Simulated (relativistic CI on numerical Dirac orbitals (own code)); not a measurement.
Ge²⁸⁺: computed level list

Computed by Dirac-Coulomb-Breit CI, orbitals from a KLI potential per configuration, model QED, unscaled Slater integrals (own radial code, finite nucleus).

Configurations in the expansion (outside the closed core 1s2): 2s2, 2s 2p, 2p2, 2p 3s, 2p 3p, 2s 3s, 2s 3p, 2s 3d, 2s 4s, 2s 4p, 2s 4d, 2s 4f, 3s2, 3s 3p, 3p2. Levels of other configurations are missing.

```tsv
No.	Configuration	Term	J	E (eV)	%	Next component (%)	Landé g
1	2s2	1S	0	0.00	96	4 2p2 1S	
2	2s 2p	3P°	0	54.78	100		
3	2s 2p	3P°	1	62.39	93	7 1P°	1.459
4	2s 2p	3P°	2	92.60	100		1.494
5	2s 2p	1P°	1	135.07	93	7 3P°	1.028
6	2p2	3P	0	154.41	87	12 1S	
7	2p2	3P	1	180.60	100		1.495
8	2p2	3P	2	189.27	56	44 1D	1.272
9	2p2	1D	2	225.51	56	44 3P	1.216
10	2p2	1S	0	258.15	84	13 3P	
11	2s 3s	3S	1	1735.78	99	1 2p 3p 3S	1.996
12	2s 3s	1S	0	1746.79	98	2 2p 3p 1S	
13	2s 3p	3P°	0	1762.88	99	1 2p 3s 3P°	
14	2s 3p	3P°	1	1763.16	68	31 1P°	1.333
15	2s 3p	1P°	1	1773.19	61	31 3P°	1.166
16	2s 3p	3P°	2	1773.91	100		1.497
17	2s 3d	3D	1	1786.85	97	2 2p 3p 3D	0.498
18	2s 3d	3D	2	1788.17	97	2 1D	1.161
19	2s 3d	3D	3	1790.55	99	1 2p 3p 3D	1.331
20	2s 3d	1D	2	1800.16	97	2 3D	1.001
21	2p 3s	3P°	0	1805.39	99	1 2s 3p 3P°	
22	2p 3s	3P°	1	1808.95	74	20 1P°	1.371
23	2p 3p	3D	1	1822.79	70	25 1P	0.665
24	2p 3p	3P	0	1838.12	81	18 1S	
25	2p 3p	3P	1	1839.40	37	30 3S	1.423
26	2p 3p	3D	2	1839.70	72	15 1D	1.173
27	2p 3s	3P°	2	1844.18	100		1.495
28	2p 3s	1P°	1	1850.26	73	24 3P°	1.112
29	2p 3p	3P	1	1867.45	58	26 1P	1.270
30	2p 3p	3P	2	1870.23	43	30 1D	1.252
31	2p 3p	3D	3	1872.90	99	1 2s 3d 3D	1.329
32	2p 3p	3S	1	1874.12	61	31 1P	1.624
33	2p 3p	1D	2	1885.48	53	46 3P	1.227
34	2p 3p	1S	0	1897.58	80	19 3P	
35	2s 4s	3S	1	2332.35	100		1.997
36	2s 4s	1S	0	2336.56	100		
37	2s 4p	3P°	0	2342.56	100		
38	2s 4p	3P°	1	2342.94	79	21 1P°	1.391
39	2s 4p	3P°	2	2347.13	100		1.498
40	2s 4p	1P°	1	2348.29	79	21 3P°	1.105
41	2s 4d	3D	1	2352.82	100		0.499
42	2s 4d	3D	2	2353.22	97	3 1D	1.159
43	2s 4d	3D	3	2354.17	100		1.331
44	2s 4d	1D	2	2357.27	97	3 3D	1.004
45	2s 4f	3F°	2	2357.76	100		0.666
46	2s 4f	3F°	3	2357.88	88	12 1F°	1.071
47	2s 4f	3F°	4	2358.38	100		1.248
48	2s 4f	1F°	3	2358.96	88	12 3F°	1.010
```

Energies count from the lowest computed level; ° marks odd parity.

The mean weight of the leading LS term, summed over parents, in these 48 levels is 86 %, and that of the leading jj configuration (from the same eigenvectors) 94 %.

At this charge energies of transitions that change n are usually good to better than 1 %, and those within a shell (Δn = 0) to a few per cent.

LS names give the leading component of a level, which can be under half, so a name can repeat, a term be missing and a line seem to break the LS rules.
